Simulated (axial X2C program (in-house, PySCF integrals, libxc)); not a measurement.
**HfNC⁺: properties at the nuclei**

Calculated with an axial X2C code built on PySCF integrals: two-component X2C with atomic mean-field Coulomb and Gaunt terms, Gaussian nuclei, basis Hf dyall-v3z, N dyall-av3z, C dyall-v3z with contracted cores.

Hf–N–C held linear, with bonds 1.950 and 1.196 Å (near the PBE0 minimum at charge 1 of the determinant lowest at the starting distance; the state shown can have its own minimum elsewhere, held linear; other orders of the atoms were not compared).

Determinant lowest in the PBE0 search, Ω = 1 (⟨Sz⟩ = -0.98, ⟨Lz⟩ = 1.98 at PBE0), spin on the atoms Hf -1.01, N 0.01, C 0.02:

```tsv
level	Eeff magnitude (GV/cm)	Ws magnitude Hf (kHz)	A∥/gI Hf (MHz)	qzz Hf (a.u.)	A∥/gI N (MHz)	qzz N (a.u.)	A∥/gI C (MHz)	qzz C (a.u.)
PBE0	20.1	17.7	-5270	-2.42	-1.42	-0.33	-1.02	-1.13
HF	24.6	21.4	-5290	-3.72	4.36	-0.38	-0.941	-1.28
B3LYP	22.3	19.7	-5390	-2.35	-5.9	-0.35	-0.575	-1.16
```

Determinant 0.23 eV from it at PBE0 and this distance, Ω = 0 (closed shell), highest spinor 52% Hf s, 27% Hf d, 10% N p:

```json
{"level": "PBE0", "qzz Hf (a.u.)": "-6.77", "qzz N (a.u.)": "-0.30", "qzz C (a.u.)": "-1.15"}
{"level": "HF", "qzz Hf (a.u.)": "-8.84", "qzz N (a.u.)": "-0.33", "qzz C (a.u.)": "-1.30"}
{"level": "B3LYP", "qzz Hf (a.u.)": "-6.67", "qzz N (a.u.)": "-0.33", "qzz C (a.u.)": "-1.17"}
```

Eeff is the effective electric field on the electron electric dipole moment in this Ω state and Ws the scalar–pseudoscalar constant of the nucleus named (defined with the proton number Z and per Ω); A∥ (defined per Ω) follows by multiplying with gI = μI/(I μN); qzz is the electric field gradient, eQq0 = 234.96 MHz × Q/barn × qzz. The operators were transformed with the bare-nucleus X2C matrices; with these basis sets, hyperfine constants and field gradients can be off by tens of per cent, and where levels differ in sign neither size nor sign is settled.

With gI(177Hf) = 0.2267, Q(177Hf) = 3.365 barn, Q(14N) = 0.02044 barn, gI(13C) = 1.4048 (g factors from the IAEA table of nuclear moments by Stone; Q from Pyykkö, Mol. Phys. 2018), turn the PBE0 values of the first state into constants in MHz.

A∥(177Hf) = -5270 × 0.2267 = -1190 MHz; eQq0(177Hf) = 234.96 × (3.365) × (-2.42) = -1910 MHz; eQq0(14N) = 234.96 × (0.02044) × (-0.33) = -1.58 MHz; A∥(13C) = -1.02 × 1.4048 = -1.43 MHz.

The molecule was held linear; bending was not examined, so a bent shape may lie lower.

Each state is one determinant with collinear spin, which with several unpaired electrons need not be a pure state. Unrestricted Hartree–Fock can overshoot spin polarisation at the nuclei. With several open shells hyperfine constants can be off by a factor of several. Open-shell Ω = 0 determinants with evenly filled partner blocks cannot be reached by this program, so the Ω shown need not be the lowest component. At B3LYP a later determinant lies lower. States lie within half an eV, so the first need not be the ground state. Where a field gradient or hyperfine factor spreads by more than a factor of two over the levels, a constant derived from it is not to be relied on. PBE0 term energies can be off by some tenths of an eV.
